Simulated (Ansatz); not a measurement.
Wavefunction ladder for CH6O2Si2, SMILES `O[SiH2][SiH]1CO1`

Cartesian coordinates in Å:
```
O 0.5063 0.9792 -1.8143
Si 1.4310 0.8230 -0.4581
Si -0.0677 -0.1456 1.0483
C -1.2852 -1.2962 0.3445
O -1.6060 0.1266 0.4051
H -0.4407 1.0150 -1.6439
H 1.9288 2.1333 0.0463
H 2.6048 -0.0283 -0.7733
H 0.0430 -0.0251 2.5242
H -1.1968 -1.6799 -0.6699
H -1.9176 -1.9018 0.9908
```

Total charge 0; spin multiplicity 1. The structure was optimised at the PBE0-D4/def2-TZVP level. It is one conformer, not always the lowest. Frozen core, restricted reference, the Gaussian-basis code of Ansatz. CBS rows extrapolate triple and quadruple zeta; past MP2 they add the triple-zeta difference.

| basis | HF (Eh) | MP2 corr. | CCSD corr. | (T) | CCSD(T) total |
| --- | --- | --- | --- | --- | --- |
| def2-TZVPP | -769.07340 | -0.88594 | -0.92495 | -0.03708 | -770.03543 |
| def2-QZVPP | -769.10088 | -0.95404 | – | – | – |
| CBS(def2) | -769.10467 | -1.00448 | -1.04349 | as TZ | -770.18524 |
